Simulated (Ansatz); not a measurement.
Basis sets compared for the cluster AlSi₅. The state is a doublet with charge 0. Geometry r2SCAN-D4/def2-SVP. Ansatz on 4 threads of AMD EPYC 9B14 on a shared host; times are rough, and most runs start from earlier orbitals.

```
atom   x (Å)   y (Å)   z (Å)
 Al1  -0.601  -0.356   0.573
 Si2  -0.679   1.879  -0.668
 Si3  -2.494   0.525  -0.717
 Si4   0.754  -2.202   1.543
 Si5   1.843  -0.530   0.555
 Si6   1.178   0.685  -1.286
```

Another isomer (doublet) lies 2.26 eV lower at PBE0-D4/def2-TZVP; other spin states weren't run for this one.

Binding counts from free atoms (Al doublet, Si triplet) in the same basis, without a counterpoise term.

```tsv
level	functions	energy (Eh)	HOMO (eV)	LUMO (eV)	binding per atom (eV)	wall time
PBE-D4/def2-SVP	108	-1688.4342	-5.35	-4.82	3.05	1.7 s
PBE0-D4/def2-SVP	108	-1688.5591	-6.09	-4.21	2.88	2.6 s
```

**Question.** Estimate the rows for PBE-D4/def2-TZVP (with forces), PBE0-D4/def2-TZVP.

**Answer.** 
```tsv
level	functions	energy (Eh)	HOMO (eV)	LUMO (eV)	binding per atom (eV)	wall time
PBE-D4/def2-TZVP (with forces)	222	-1689.0213	-5.25	-4.71	3.08	4.3 s
PBE0-D4/def2-TZVP	222	-1689.1421	-5.97	-4.05	2.93	9 s
```
